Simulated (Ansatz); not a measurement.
Pulling the pair apart

The pair of Li⁺ (SMILES [Li+], atom 1) and SO₂ (SMILES O=S=O, atoms 2–4), both closed shells, in one local arrangement (a lower one may exist), relaxed at PBE0-D4/def2-TZVP:

Li1  (0.344, 0.116, -2.183)
O2  (-1.099, -0.138, 1.474)
S3  (0.255, -0.028, 1.073)
O4  (0.500, 0.050, -0.363)
(Å)

SO₂ is shifted rigidly along the line between the mean atom positions of the two fragments (negative: closer). Counterpoise interaction energies in kcal/mol. Computed with Ansatz 0.2.0 (basis: def2-TZVPPD); correlated methods freeze the cores. The outer core shell of Li, Na, Mg and K is correlated.

```csv
shift (Å),PBE-D4,wB97M-V,r2SCAN-D4
-0.18,-24.40,-25.77,-22.96
-0.09,-26.77,-28.01,-25.37
0.00,-27.57,-28.67,-26.22
0.09,-27.37,-28.34,-26.05
0.22,-26.11,-26.90,-24.84
0.46,-22.70,-23.02,-21.41
0.91,-16.38,-15.96,-15.08
1.83,-8.17,-8.15,-7.75
```

What does CCSD(T) give at these shifts? (To be estimated.)

By the calculation: -23.40, -25.87, -26.74, -26.58, -25.36, -21.82, -15.20, -7.77 kcal/mol. For zero shift, CCSD(T) at an estimated basis limit (MP2 extrapolated from triple and quadruple zeta, plus CCSD(T) − MP2 in triple zeta) gives -27.48 kcal/mol. These are counterpoise interaction energies, counted from the two frozen fragments.

No T1 diagnostic of these runs exceeds 0.021. The restricted Hartree–Fock reference is unstable towards an unrestricted one here.

For scale, one of the runs: CCSD(T)/def2-TZVPPD, 153 basis functions, launched by `ansatz run in.yaml --threads 2 --pin off --events-out ev --progress --plain --max-ram 5222MiB`. Hardware: 2 CPU threads of an Arm Neoverse V2, shared host. Wall time 7.5 s; peak host memory 0.79 GiB.
